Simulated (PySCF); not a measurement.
C2H8BN3, SMILES NB1NCCN1. Geometry: B3LYP-D3(BJ)/def2-SVP. This is a generated structure with no PubChem entry under its InChIKey; it may be hypothetical. The values are those of a single conformer.

Problem. Give the equilibrium geometry at B3LYP-D3(BJ)/def2-SVP (PySCF confirms it by a frequency run) as a Z-matrix, and its point group. (The exact figures need the calculation; the answer reports its results.)

Solution. This is not unique; one that fits is point group C2.
```
B
N 1 1.4190
H 2 1.0102 1 123.13
H 2 1.0102 3 113.75 1 -180.00
N 1 1.4404 2 126.34 3 0.23
H 5 1.0120 1 124.41 2 25.31
N 1 1.4404 2 126.34 3 -179.77
H 7 1.0120 1 124.41 2 25.31
C 7 1.4578 8 117.12 1 -142.14
H 9 1.1043 7 113.11 8 -67.44
H 9 1.1102 10 107.17 7 -124.19
C 5 1.4578 6 117.12 1 -142.14
H 12 1.1043 5 113.11 6 -67.44
H 12 1.1102 13 107.17 5 -124.19
```
